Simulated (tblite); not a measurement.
Run record: tight-binding relaxation, `C=[CH][GeH2][C](C)=O`.

Computed with GFN2-xTB geometry optimisation, gas phase (tblite 0.8.0). Start geometry: from a force field or distance geometry. A driver script takes a list of jobs; this job's settings line and coordinates (Å) are shown.

Command:
```bash
OMP_NUM_THREADS=1 python probes_run.py task.json out
```

Input:
```
{"job": {"kind": "relax", "xc": "GFN2-xTB", "basis": "xTB"}, "charge": 0, "multiplicity": 1}
C      2.021000    -0.296200     0.930700
C      1.508800     0.827100     0.395100
Ge     0.438600     0.801200    -1.181400
C     -1.426200     0.491200    -0.804100
C     -1.861100    -0.083600     0.515900
O     -2.294400     0.739100    -1.620300
H      1.846200    -1.276300     0.504400
H      2.631900    -0.204600     1.848400
H      1.711700     1.804300     0.867500
H      0.488800     2.260900    -1.756800
H      0.969200    -0.202000    -2.234000
H     -2.490200    -0.996900     0.319600
H     -1.032400    -0.279600     1.218800
H     -2.512700     0.695100     0.973800
```

Output:
```
step      E/eV     max force
  0    -504.54945    2.029
  1    -504.69406    1.372
  2    -504.74921    0.857
  3    -504.76656    0.329
  4    -504.78180    0.439
  5    -504.79586    0.442
  6    -504.80544    0.300
  7    -504.81295    0.270
  8    -504.82042    0.289
  9    -504.82557    0.183
... (190 lines left out)
200    -504.91325    0.038
201    -504.91331    0.014
202    -504.91337    0.032
203    -504.91344    0.047
204    -504.91350    0.042
205    -504.91357    0.030
206    -504.91364    0.015
207    -504.91367    0.021
208    -504.91366    0.067
209    -504.91370    0.008
```

«max force» is the largest atomic force in eV/Å.

Q: From which step on does the largest force stay under 0.1 eV/Å, and how much energy is left to gain from there?

A: From step 188 (0.027 eV/Å), 1.1 meV above the end.

Main results: energy lowered by 8.4 kcal/mol over 209 steps; largest atomic force 0.008 eV/Å at the end.

Q: Where do the atoms end?

A: 1.051 Å rms from the input after alignment:
```
atom  x, y, z in Å
C1     2.3357    0.2108    1.0797
C2     1.5700    1.0551    0.4074
Ge3    0.4103    0.5525   -1.0810
C4    -1.5210    0.7694   -0.5398
C5    -2.1430   -0.3937    0.1685
O6    -2.0929    1.8039   -0.7606
H7     2.3851   -0.8347    0.8172
H8     2.9499    0.5206    1.9122
H9     1.5447    2.0978    0.7008
H10    0.6737    1.4489   -2.2573
H11    0.7151   -0.8760   -1.4684
H12   -3.1391   -0.1564    0.5357
H13   -2.1945   -1.2290   -0.5292
H14   -1.4946   -0.6897    0.9927
```

The run took 1.1 s of wall time on one thread of an Arm Neoverse V1, no GPU, shared host with 32 logical CPUs at a one-minute load of 23.
Labels such as C1 count atoms from 1, the log's own numbers from 0.
